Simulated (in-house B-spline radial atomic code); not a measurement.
Results of a calculation; reference values are marked as such.
## Correlation energy from the adiabatic connection: −Z/r, Z = 2.9

Two electrons in a singlet, external potential −Z/r, Z = 2.9 (atomic units). Full CI in B-splines (partial waves to l = 8, correlation up to 0.6 % small) with the density held fixed gives W(λ) = <V_ee>_λ − U, and E_c is the integral of W(λ) − W(0) from 0 to 1.

```csv
λ,W(λ) − W(0) (hartree)
0,0.00000
0.02,-0.00189
0.05,-0.00471
0.12,-0.01118
0.25,-0.02288
0.4,-0.03585
0.6,-0.05233
0.8,-0.06796
1,-0.08278
```

Question: Integrate the table by the trapezoid rule.

Answer: The strips give -0.00002, -0.00010, -0.00056, -0.00221, -0.00440, -0.00882, -0.01203, -0.01507, which sum to -0.04321 hartree. The direct value, W(1) − W(0) + T_c with T_c = 0.03951, is -0.04327; the curve is convex, so chords lie above it and the trapezoids fall short in size by 0.12 %.

Question: Now use only three numbers: W(0) = -1.5884, the initial slope W'(0) = -0.09486 (extrapolated from the first points) and the strong-coupling limit of the point-charge-plus-continuum model, W∞ = -2.2609. What do second-order theory and the interpolation W(λ) = W∞ + (W(0) − W∞)/√(1 + 2χλ) of Seidl, Perdew and Levy give?

Answer: Second order keeps the slope alone: E_c = W'(0)/2 = -0.04743, +10 % in size against -0.04327. Matching the slope fixes χ = W'(0)/(W∞ − W(0)) = -0.09486/(-0.67250) = 0.14106. Integrating, with s = √(1 + 2χ) = 1.132304, E_c = −(W(0) − W∞)(s − 1)/(s + 1) = −0.67250 × 0.132304/2.132304 = -0.04173 hartree, -3.6 % in size against the full result. At λ = 1 the formula gives W − W(0) = -0.07858 against -0.08278. Part of the miss can come from the model's W∞.
